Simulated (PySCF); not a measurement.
A calculated (PBE0, PySCF 2.14, aug-cc-pCVQZ-DK, scalar relativity by spin-free X2C-1e) atom or ion has these occupied shells.

```json
{"shell": "1s α", "electrons": "1", "orbital energy (eV)": "-3181.5", "rms radius, mean of both spins (bohr)": "0.0992"}
{"shell": "1s β", "electrons": "1", "orbital energy (eV)": "-3180.7", "rms radius, mean of both spins (bohr)": "0.0992"}
{"shell": "2s α", "electrons": "1", "orbital energy (eV)": "-338.82", "rms radius, mean of both spins (bohr)": "0.449"}
{"shell": "2s β", "electrons": "1", "orbital energy (eV)": "-337.91", "rms radius, mean of both spins (bohr)": "0.449"}
{"shell": "2p α", "electrons": "3", "orbital energy (eV)": "-269.37", "rms radius, mean of both spins (bohr)": "0.418"}
{"shell": "2p β", "electrons": "3", "orbital energy (eV)": "-268.51", "rms radius, mean of both spins (bohr)": "0.418"}
{"shell": "3s α", "electrons": "1", "orbital energy (eV)": "-55.740", "rms radius, mean of both spins (bohr)": "1.41"}
{"shell": "3p α", "electrons": "3", "orbital energy (eV)": "-39.123", "rms radius, mean of both spins (bohr)": "1.58"}
{"shell": "3p β", "electrons": "2", "orbital energy (eV)": "-35.917", "rms radius, mean of both spins (bohr)": "1.58"}
```

Name the element and its charge.

Ar²⁺ (argon, charge +2), in [Ne] 3s1 3p5, high-spin 3P determinant (an excited configuration).
